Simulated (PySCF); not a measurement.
Q: Give a PBE0-D3(BJ)/def2-TZVP geometry of `Cc1ccccc1`.

A: 
```xyz
15
C7H8 angstrom
C      2.1828   -0.1979   -0.2941
C      0.7021   -0.0576   -0.1118
C     -0.1398   -1.1570   -0.2565
C     -1.5073   -1.0392   -0.0611
C     -2.0590    0.1860    0.2832
C     -1.2322    1.2898    0.4270
C      0.1349    1.1667    0.2293
H      2.6595   -0.5365    0.6311
H      2.4211   -0.9291   -1.0690
H      2.6413    0.7533   -0.5695
H      0.2831   -2.1187   -0.5292
H     -2.1449   -1.9078   -0.1817
H     -3.1279    0.2806    0.4350
H     -1.6534    2.2535    0.6905
H      0.7747    2.0365    0.3392
```

Orientation and origin are arbitrary. Atoms count from 1 in this order. The 7 C–C bonds span 1.386 Å (C3–C4, aromatic) to 1.498 Å (C1–C2, drawn single), a spread of 0.112 Å. Of the pairs four or more bonds apart, H10···H15 is among the closest relative to their van der Waals radii: 2.44 Å, 102 % of the sum of Bondi's values. The 7 heavy atoms lie in one plane (0.008 Å rms). The 6-membered ring C2–C3–C4–C5–C6–C7 has internal angles of 118.3° to 121.0° (sum 720°, against 720° for a flat polygon); it is planar, 0.00 Å rms from its mean plane, widest ring torsion 0°.

Bonds between heavy atoms (Å): C1–C2 1.498, C2–C3 1.392, C3–C4 1.386, C4–C5 1.387, C5–C6 1.387, C6–C7 1.387, C2–C7 1.392.

Computed with PBE0-D3(BJ)/def2-TZVP geometry optimisation, gas phase in PySCF.

Point group: near Cs, missed by 0.15 Å at most; the miss may be what the optimiser left on a soft mode. Whether it is a minimum is left open (no frequencies).

On Intel Xeon at 2.50 GHz, 2 threads (shared host), this took 9.3 min wall, 14 min CPU and 1.5 GiB of memory at its peak. That covers the optimisation of the geometry.
